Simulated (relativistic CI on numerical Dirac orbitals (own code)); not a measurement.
**d4 in a ligand field**

Computed with a parametric ligand-field model of a d^n configuration (Racah B and C, spin-orbit zeta, crystal field), exact diagonalisation.

Field parameters in Wybourne normalisation: Td as Oh with Dq negative (B⁴₀ = 21Dq, B⁴₄ = √(5/14) B⁴₀). The field is a parameter set, without covalency.

Question: Ground term and bands for B = 670, C = 3350, ζ = 0 cm⁻¹, Td, 10Dq = -4290 cm⁻¹?

Answer: Ground term 5T2 with 2.00 electrons in the two orbitals of the cubic e set. Spin-allowed: 5E 4290 cm⁻¹ (2331 nm). Lowest spin-forbidden: 3T1 13549 cm⁻¹ (738 nm), 3T2 15265 cm⁻¹ (655 nm), 3T1 16883 cm⁻¹ (592 nm).

Question: Ground term and bands for B = 670, C = 3350, ζ = 0 cm⁻¹, Td, 10Dq = -1270 cm⁻¹?

Answer: Ground term 5T2 with 2.00 electrons in the two orbitals of the cubic e set. Spin-allowed: 5E 1270 cm⁻¹. Lowest spin-forbidden: 3T1 15688 cm⁻¹ (637 nm), 3T2 16100 cm⁻¹ (621 nm), 3T1 16778 cm⁻¹ (596 nm).

Question: Ground term and bands for B = 670, C = 3350, ζ = 0 cm⁻¹, Td, 10Dq = -10920 cm⁻¹?

Answer: Ground term 5T2 with 2.00 electrons in the two orbitals of the cubic e set. Spin-allowed: 5E 10920 cm⁻¹ (916 nm). Lowest spin-forbidden: 1A1 5711 cm⁻¹ (1751 nm), 3T1 7615 cm⁻¹ (1313 nm), 3T2 10956 cm⁻¹ (913 nm).

Question: Ground term and bands for B = 670, C = 3350, ζ = 0 cm⁻¹, Td, 10Dq = -7300 cm⁻¹?

Answer: Ground term 5T2 with 2.00 electrons in the two orbitals of the cubic e set. Spin-allowed: 5E 7300 cm⁻¹ (1370 nm). Lowest spin-forbidden: 3T1 10933 cm⁻¹ (915 nm), 1A1 12502 cm⁻¹ (800 nm), 3T2 13582 cm⁻¹ (736 nm).

Question: Ground term and bands for B = 670, C = 3350, ζ = 0 cm⁻¹, Td, 10Dq = -670 cm⁻¹?

Answer: Ground term 5T2 with 2.00 electrons in the two orbitals of the cubic e set. Spin-allowed: 5E 670 cm⁻¹. Lowest spin-forbidden: 3T1 15931 cm⁻¹ (628 nm), 3T2 16125 cm⁻¹ (620 nm), 3T1 16567 cm⁻¹ (604 nm).
